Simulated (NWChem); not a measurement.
System: SiNH$_{2}$Br, singlet; SMILES N[Si]Br

The following NWChem deck was run.

```
start job
memory heap 200 mb stack 900 mb global 1100 mb
geometry units angstroms noautosym nocenter noautoz
  Si     0.703805     1.171092     0.000000
  Br    -0.018273    -0.997914     0.000000
  N     -0.830151     1.933123     0.000000
  H     -1.735721     1.470405     0.000000
  H     -0.908311     2.946552     0.000000
end
basis spherical
  * library def2-svp
end
dft
  xc pbe0
  iterations 150
end
cosmo
  do_cosmo_smd true
  solvent water
end
task dft energy
```

Low-valent species are run as closed-shell singlets; no triplet was tried in these runs. Geometry: optimised at PBE0/def2-SVP. Solvent: water.

Level: PBE0/def2-SVP with SMD (1 M gas to 1 M solution), gas-phase geometry. Reactions with the solvent are ignored.

### Question
Give the results of this calculation. (PBE0/def2-SVP, SMD on the gas-phase geometry.) Quantities: solvation free energy (kcal/mol); cavity-dispersion-structure term (kcal/mol); dipole in solution (D).

### Answer
The solvation free energy (kcal/mol) comes out as -3.5, the cavity-dispersion-structure term (kcal/mol) comes out as 0.9 and the dipole in solution (D) is 3.96.
